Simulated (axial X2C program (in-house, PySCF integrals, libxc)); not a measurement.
**Bond lengths and stretching modes, held linear, of BrSiBr⁻**

Computed with an in-house all-electron X2C program for linear molecules (integrals from PySCF): two-component X2C with atomic mean-field Coulomb and Gaunt terms, Gaussian nuclei, basis Br dyall-av3z, Si dyall-v3z with contracted cores. Spin-free rows use the one-electron spin-free X2C Hamiltonian.

Masses Br 78.918, Si 27.977, Br 78.918 u. States: 2c Ω = 1/2 (beyond evenly filled blocks: ω = 1/2); spin-free M_S = 1/2, Λ = 1 (beyond evenly filled blocks: π+α).

PBE0, spin-free: energies above the lowest point

```
r(Br–Si) (Å)  r(Si–Br) (Å)  E (meV)
      2.5233        2.5233    22.67
      2.5233        2.5880     7.25
      2.5233        2.6527     7.07
      2.5880        2.5233     7.25
      2.5880        2.5880     0.00
      2.5880        2.6527     7.57
      2.5880        2.7174    26.86
      2.6527        2.5233     7.07
      2.6527        2.5880     7.57
      2.6527        2.6527    22.54
      2.7174        2.5880    26.86
      2.7174        2.7174    81.77
```

**Question.** Fit a quadratic surface with cubic terms in each bond: where is the minimum, and what are the two stretching wavenumbers?

**Answer.** At PBE0, spin-free: bonds 2.586 and 2.586 Å; harmonic stretches 134.6 and 199.4 cm⁻¹; force constants 0.56, 0.56 and coupling 0.28 mdyn/Å.

The other levels and Hamiltonians give:

```
Hamiltonian  level  r(Br–Si) (Å)  r(Si–Br) (Å)  lower stretch (cm⁻¹)  upper stretch (cm⁻¹)
         2c   PBE0         2.585         2.585                 134.6                 199.9
         2c  TPSSh         2.600         2.600                 132.7                 196.4
  spin-free  TPSSh         2.601         2.601                 132.7                 196.1
```

Each state is one determinant, the lowest of a limited PBE0 search; the stretches come from a fit to these few points and carry an uncertainty of a few per cent. Other orders of the atoms were not compared. Left out for rough or failed fits: HF 2c, MP2 2c, HF spin-free, MP2 spin-free. For an anion the highest level of a functional can be positive, and the basis then holds the extra electron. The molecule was held linear; bending was not examined, so a bent shape may lie lower. Note: functional without a current term on a determinant with orbital currents, of the molecule or an atom.
